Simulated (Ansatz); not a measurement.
Ge14H24, a nanocrystal cut from cubic germanium. Charge 0, multiplicity 1. Geometry r2SCAN-D4/def2-SVP, basis def2-TZVP, Ansatz.

| run | HOMO (eV) | LUMO (eV) |
| --- | --- | --- |
| A | -6.20 | -1.66 |
| B | -7.12 | -0.96 |
| C | -6.44 | -1.50 |
| D | -6.15 | -1.56 |
| E | -7.92 | -0.12 |

Single mean-field runs in def2-TZVP are fitted with def2-universal-jkfit.

Q: The runs used BHLYP, PBE, PBE0, r2SCAN, revPBE. Estimate which is which.

A: A PBE (0 % exact exchange); B PBE0 (25 % exact exchange); C r2SCAN (0 % exact exchange); D revPBE (0 % exact exchange); E BHLYP (50 % exact exchange). Exact exchange lowers occupied and raises empty levels; among semilocal functionals meta-GGAs tend to open the gap a little, and such runs are hard to tell apart. The gap grows from 4.54 eV (PBE) to 7.79 eV (BHLYP).
